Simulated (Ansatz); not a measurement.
C₃H₆InN, SMILES `NC#C[CH2][InH2]`. The species carries charge 0 and has multiplicity 1. In takes the def2 core potential.

```xyz
11

N     1.213   -1.391    1.580
C     0.428   -0.890    0.610
C    -0.281   -0.667   -0.360
C    -1.030   -0.051   -1.411
In   -0.190    1.790   -0.519
H     1.032   -2.350    1.837
H     1.363   -0.797    2.380
H    -0.663   -0.249   -2.416
H    -2.111   -0.155   -1.336
H     1.323    2.297   -1.147
H    -1.085    2.461    0.783
```

Task: List the harmonic frequencies (cm⁻¹, unscaled) at PBE0-D4/def2-TZVP in Ansatz. (Best estimate.)

Result: Ansatz gave: 46, 110, 179, 220, 283, 364, 406, 445, 509, 547, 551, 587, 710, 821, 938, 1095, 1184, 1310, 1457, 1644, 1832, 1837, 2261, 3105, 3171, 3562, 3654.

Task: Is this a minimum?

Result: Yes, all 27 modes are real.

Task: Give the ideal-gas thermochemistry at 298.15 K and 1 bar (rigid rotor, harmonic oscillator; point group C1, symmetry number 1).

Result: Zero-point energy 196.4 kJ/mol; H(298) − E = 219.7 kJ/mol; entropy 372.4 J/(mol·K), of which translation 173.0, rotation 116.1, vibration 83.3; G(298) − E = 108.6 kJ/mol. Modes under 100 cm⁻¹ are hindered rotations or soft bends, so the harmonic entropy is rough.

Task: Rotational constants (cm⁻¹)?

Result: 0.1979, 0.05057, 0.0416.
